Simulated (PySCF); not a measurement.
The multiplicity is imposed and other spin states were not computed.

Cartesian coordinates (Å):
```xyz
6

Ag    -0.0476     0.0102     0.0200
N     -1.9938     0.4267     0.8392
H     -2.5845     0.9388     0.1814
H     -1.9388     0.9915     1.6887
H     -2.4969    -0.4281     1.0845
Cl     2.0079    -0.4297    -0.8451
```
Charge 0, multiplicity 1.

Give the dipole moment, LUMO, HOMO–LUMO gap, HOMO, total energy and charge on the central atom (Mulliken) at the level TPSSh-D3(BJ)/def2-TZVP // r2SCAN-D4/def2-SVP (PySCF 2.14.0).


| Quantity | Value |
|---|---|
| dipole moment | 9.48 D |
| LUMO | -1.43 eV |
| HOMO–LUMO gap | 4.58 eV |
| HOMO | -6.01 eV |
| total energy | -663.8272 Ha |
| charge on the central atom (Mulliken) | 0.29 e |
